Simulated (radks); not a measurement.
Values are calculated unless marked as measured or tabulated.
Mg I, configuration [Ne] 3s2. Code: a radial shooting solver on a logarithmic mesh with Libxc functionals. Model: scalar-relativistic Kohn-Sham, LDA (Slater exchange, Perdew-Wang correlation), spin-polarised, spherical densities, point nucleus.

Normalised radial functions P(r) = r R(r), r in bohr:

```
   r/bohr * 1s, o 2p (the largest magnitude, 2.48, reaches the edge; | marks zero, & curves that meet)
 0.006109 o         *
 0.006888 o          *
 0.007828 o            *
 0.008826 o             *
  0.01003 o               *
   0.0114 o                 *
  0.01285 o                   *
  0.01461 o                     *
  0.01647 o                       *
  0.01872 o                          *
  0.02111 o                            *
  0.02399 |o                              *
  0.02727 |o                                 *
  0.03074 |o                                    *
  0.03494 |o                                       *
   0.0394 |o                                          *
  0.04478 | o                                            *
  0.05049 | o                                              *
  0.05738 |  o                                               *
  0.06522 |  o                                                 *
  0.07353 |   o                                                 *
  0.08357 |    o                                                 *
  0.09423 |     o                                                *
   0.1071 |      o                                              *
   0.1207 |        o                                          *
   0.1372 |         o                                     *
    0.156 |           o                               *
   0.1759 |             o                         *
   0.1999 |               o                 *
   0.2254 |                 o          *
   0.2561 |                   o  *
   0.2888 |                 *  o
   0.3282 |            *         o
   0.3731 |        *              o
   0.4206 |     *                  o
    0.478 |   *                    o
    0.539 | *                      o
   0.6126 |*                      o
   0.6907 |*                     o
    0.785 *                    o
   0.8922 *                 o
    1.006 *               o
    1.143 *            o
    1.289 *          o
    1.465 *       o
    1.652 *     o
    1.878 *   o
    2.134 *  o
    2.406 * o
    2.735 *o
    3.083 *o
    3.504 &
    3.951 &
     4.49 &
    5.104 &
    5.754 &
     6.54 &
    7.374 &
    8.381 &
    9.449 &
    10.74 &
```

1s: eigenvalue -1253.4 eV, 0 radial nodes, <r> = 0.131 bohr, 90 % of the charge inside 0.234 bohr. 2p: eigenvalue -46.726 eV, 0 radial nodes, <r> = 0.691 bohr, 90 % of the charge inside 1.18 bohr.
